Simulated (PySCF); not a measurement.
Computed shifts of a molecule C2H7ClO2Si, B3LYP/pcSseg-1 (PySCF), GIAO, gas phase, equivalent atoms averaged, in ppm (number of nuclei): ²⁹Si: -38.5 (1). ¹³C: 63.8 (1), 22.0 (1). ¹H: 5.15 (1), 4.16 (1), 4.02 (1), 2.53 (1), 1.57 (3). References: ²⁹Si against TMS (σ = 338.7 ppm); ¹⁷O against H2O (σ = 333.8 ppm); ³⁵Cl against HCl (σ = 933.3 ppm); ¹³C against TMS (σ = 181.3 ppm); ¹H against TMS (σ = 31.68 ppm), references at their B3LYP-D3(BJ)/def2-TZVP geometries, non-relativistic (without spin–orbit terms, shifts of atoms bonded to Cl or Br come out too high). Coordinates come from a PBE0-D3(BJ)/def2-SVP optimisation. One conformer was computed; it need not be the lowest.

Q: Identify the compound among the candidates.
A. C[C@H](O)[Si@@H](O)Cl
B. CO[Si@H](Cl)CO
C. CCO[SiH](O)Cl
D. C[Si@](O)(Cl)CO

A: C, CCO[SiH](O)Cl
